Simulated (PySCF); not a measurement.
A calculated (PBE, PySCF 2.14, x2c-TZVPPall, the spin-free X2C one-electron Hamiltonian (Gaussian nucleus)) atom or ion has these occupied shells.

```
shell  electrons  orbital energy (eV)  rms radius, mean of both spins (bohr)
 1s α          1             -49976.6                                 0.0249
 1s β          1             -49976.6                                 0.0249
 2s α          1              -8257.3                                  0.101
 2s β          1              -8257.2                                  0.101
 2p α          3              -7362.6                                 0.0906
 2p β          3              -7362.5                                 0.0906
 3s α          1              -1836.5                                  0.261
 3s β          1              -1833.9                                  0.261
 3p α          3              -1558.1                                  0.261
 3p β          3              -1555.6                                  0.261
 3d α          5              -1183.8                                  0.240
 3d β          5              -1181.8                                  0.240
 4s α          1              -376.88                                  0.588
 4s β          1              -370.70                                  0.588
 4p α          3              -284.82                                  0.624
 4p β          3              -278.67                                  0.624
 4d α          5              -155.83                                  0.686
 4d β          5              -149.74                                  0.686
 5s α          1              -57.191                                   1.42
 5s β          1              -53.721                                   1.42
 5p α          3              -34.622                                   1.67
 5p β          3              -31.834                                   1.67
 4f α          7              -16.949                                  0.969
 6s α          1               -9.764                                   3.86
 5d α          1               -9.252                                   2.77
```

Name the element and its charge.

Gd⁺ (gadolinium, charge +1), in [Xe] 4f7 5d1 6s1, high-spin 10D determinant.
